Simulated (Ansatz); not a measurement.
Reaction (redistribution): `CB(N)O` + `[OH][SbH][CH2][SiH3]` → `CB(N)C[SiH3]` + `[OH][SbH][OH]`

Isolated molecules relaxed with PBE0-D4/def2-TZVP in Ansatz; ΔE leaves out vibrations. CCSD(T)/CBS adds triple-zeta CCSD(T) − MP2 to the extrapolated MP2 energy (def2 sets, frozen cores). This one scheme is used for every species. Functionals use def2-TZVPP. B3LYP here is the variant with VWN-RPA as its local correlation; programs differ in this. def2 core potentials past Kr. For Sb outer-core shells are correlated without core-valence functions, which leaves a few kJ/mol of doubt a bond. Each species was taken in one conformer, which may not be the lowest.

```
             level  ΔE (kcal/mol)  difference from CCSD(T)/CBS
       LDA (SPW92)           17.2                          0.0
            PBE-D4           15.2                         -2.0
          B3LYP-D4           16.7                         -0.5
        r2SCANh-D4           16.9                         -0.3
      CAM-B3LYP-D4           17.0                         -0.2
           ωB97X-V           16.4                         -0.8
            B2PLYP           16.9                         -0.3
            r2SCAN           16.2                         -1.0
              PBE0           17.0                         -0.2
           r2SCANh           17.0                         -0.2
         CAM-B3LYP           16.8                         -0.4
     CCSD/def2-SVP           23.4                          6.2
  CCSD(T)/def2-SVP           23.1                          5.9
CCSD(T)/def2-TZVPP           18.5                          1.3
      HF/CBS(def2)           18.7                          1.5
    CCSD/CBS(def2)           17.6                          0.4
       CCSD(T)/CBS           17.2                            0
```

**Question.** What do rigid-rotor, harmonic-oscillator terms from PBE0-D4/def2-TZVP frequencies (298.15 K, 1 bar) make of the CCSD(T)/CBS value? (Estimate.)

**Answer.** Computed: ΔZPE = -0.4 kcal/mol, ΔH = +16.8 kcal/mol, ΔS = 1 J/(mol·K), ΔG = +16.7 kcal/mol. Modes under 50 cm⁻¹ make the entropy rough.

Largest T1 diagnostic among the species: 0.015.

In def2-TZVPP, CCSD(T) changes the Hartree–Fock value by −1.2 kcal/mol (the triples alone add −0.4 kcal/mol) and MP2 by −1.1 kcal/mol. Leaving LDA and LC-ωPBE aside and taking each functional with its dispersion term where it has one, the values, not all of them listed here, spread over 4.3 kcal/mol, from revPBE-D4 to BHLYP-D4. LDA lies +2.3 kcal/mol from PBE without D4. From r2SCAN to r2SCAN0 (25 % exact exchange), in def2-TZVPP and without D4, ΔE moves by +1.7 kcal/mol.
